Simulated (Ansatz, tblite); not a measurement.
Removing an electron: SnI₄. Total charge 0; singlet. Geometry: PBE0-D4/def2-SVP. Ansatz, gas phase; energy differences of separate SCF runs; the oxidised species was run as a doublet alone.

```xyz
5

Sn    0.000    0.000    0.000
I    -1.124   -0.349   -2.405
I    -1.409   -1.335    1.846
I     0.020    2.608    0.606
I     2.513   -0.925   -0.046
```

In the def2 sets I, Sn take a core potential; there is no spin–orbit coupling. The xTB rows come from tblite. Correlated methods freeze 20 core orbitals; core or outer-core shells of Sn, I are correlated, in sets that lack core-valence functions. The rows differ in basis, and correlated rows in double-zeta sets carry the largest basis error. In CCSD on the charge 1 doublet the largest single amplitude is 0.24, so its Hartree–Fock determinant may place the open shell otherwise than the density functionals do.

```json
{"level": "HF/def2-SVP", "−HOMO (eV)": "–", "vertical IE (eV)": "9.30", "−LUMO (eV)": "–", "HOMO–LUMO gap (eV)": "–"}
{"level": "B2PLYP/def2-TZVP", "−HOMO (eV)": "–", "vertical IE (eV)": "9.61", "−LUMO (eV)": "–", "HOMO–LUMO gap (eV)": "–"}
{"level": "CCSD/def2-SVP", "−HOMO (eV)": "–", "vertical IE (eV)": "9.66", "−LUMO (eV)": "–", "HOMO–LUMO gap (eV)": "–"}
{"level": "CCSD(T)/def2-SVP", "−HOMO (eV)": "–", "vertical IE (eV)": "9.59", "−LUMO (eV)": "–", "HOMO–LUMO gap (eV)": "–"}
```

**Question.** Estimate the rows for GFN1-xTB, GFN2-xTB, PBE0-D4/def2-TZVP, MP2/def2-SVP.

**Answer.** 
```csv
level,−HOMO (eV),vertical IE (eV),−LUMO (eV),HOMO–LUMO gap (eV)
GFN1-xTB,11.27,14.04,8.87,2.39
GFN2-xTB,12.25,14.57,10.67,1.57
PBE0-D4/def2-TZVP,7.92,9.43,3.76,4.16
MP2/def2-SVP,–,9.86,–,–
```

Relaxing the oxidised species (PBE0-D4/def2-SVP) changes its energy by -0.40 eV at PBE0-D4/def2-TZVP, so the adiabatic ionisation energy to this nearest minimum is 9.03 eV.  Run but left out: PBE-D4/def2-TZVP (charge +1 doublet: an occupied level 0.01 eV above an empty one).  Raw xTB energy differences between charge states are shifted by several eV; the methods need an empirical correction for them.
